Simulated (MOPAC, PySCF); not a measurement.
C5H6, SMILES `C=C=CC=C`, neutral singlet in the gas phase. 

Cartesian coordinates (Å):
```xyz
11

C      2.2540     0.4476    -1.1638
C      1.1771    -0.0511    -0.6367
C      0.0877    -0.5441    -0.1026
C     -0.9621     0.2625     0.5050
C     -2.0703    -0.2423     1.0480
H      3.1520     0.6051    -0.5755
H      2.2961     0.7227    -2.2126
H     -0.0518    -1.6225    -0.1082
H     -0.8031     1.3356     0.4996
H     -2.8234     0.3963     1.4886
H     -2.2561    -1.3098     1.0672
```
Charge 0, spin multiplicity 1.

All levels are single points at this geometry (B3LYP-D3(BJ)/def2-TZVP); Pople sets use spherical d functions. Orbital energies aren't observables, and empty levels follow the basis.

HF/STO-3G in PySCF gives dipole (D) = 0.13.

Estimate the dipole (D) from each of these levels: B3LYP-D3(BJ)/def2-TZVP in PySCF; PBE-D3(BJ)/def2-TZVP in PySCF; B3LYP/6-311+G** in PySCF; BP86/6-31G* in PySCF; M06-2X/6-31G* in PySCF; PBE/6-31G* in PySCF; SVWN5/6-31G* in PySCF; HF/3-21G in PySCF; HF/6-31G* in PySCF; AM1 in MOPAC; PM6 in MOPAC; PM7 in MOPAC.


| level | dipole (D) |
|---|---|
| B3LYP-D3(BJ)/def2-TZVP in PySCF | 0.23 |
| PBE-D3(BJ)/def2-TZVP in PySCF | 0.26 |
| B3LYP/6-311+G** in PySCF | 0.25 |
| BP86/6-31G* in PySCF | 0.21 |
| M06-2X/6-31G* in PySCF | 0.21 |
| PBE/6-31G* in PySCF | 0.22 |
| SVWN5/6-31G* in PySCF | 0.26 |
| HF/3-21G in PySCF | 0.22 |
| HF/6-31G* in PySCF | 0.20 |
| AM1 in MOPAC | 0.14 |
| PM6 in MOPAC | 0.40 |
| PM7 in MOPAC | 0.33 |
